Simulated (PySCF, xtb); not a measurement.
C₂H₆N₂OSi, SMILES N([SiH2]N=C=O)C.

GFN2-xTB in xtb at its own geometry gives an orbital gap of 4.74 eV and a dipole moment of 2.87 D.

Coordinates come from a B3LYP-D3(BJ)/def2-SVP optimisation. This is a generated structure with no PubChem entry under its InChIKey; it may be hypothetical. The values are those of a single conformer.

What does PySCF with CAM-B3LYP/def2-TZVP give? (An estimate is asked for; the answer gives what the named calculation found.)

gap 9.89 eV (levels -8.72 and 1.17 eV), dipole 2.90 D.
